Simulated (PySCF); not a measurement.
Cd(H)(SH) (CdH2S), SMILES [CdH][SH]. Coordinates come from a PBE0-D3(BJ)/def2-TZVP optimisation. The def2 effective core potentials stand for the cores of Cd; spin–orbit coupling is left out.

These are PySCF 2.14.0 with PBE0-D3(BJ)/def2-TZVP values and carry that method's errors.

Harmonic wavenumbers (cm⁻¹): 350, 411, 428, 637, 1850, 2705. Rotational constants (GHz): 287.9, 3.466, 3.424; symmetry number 1.

Task: Work out the zero-point energy and the ideal-gas rigid-rotor harmonic-oscillator thermochemistry at 298.15 K and 1 atm.

Result: ZPE = ½ Σ hcν = ½ × 6380 cm⁻¹ = 9.12 kcal/mol. H − E(el) = 12.17 kcal/mol. Entropy in cal/(mol K): translation 40.86, rotation 22.07, vibration 3.35, total 66.27. G − E(el) = -7.59 kcal/mol. Cp = 13.36 cal/(mol K).
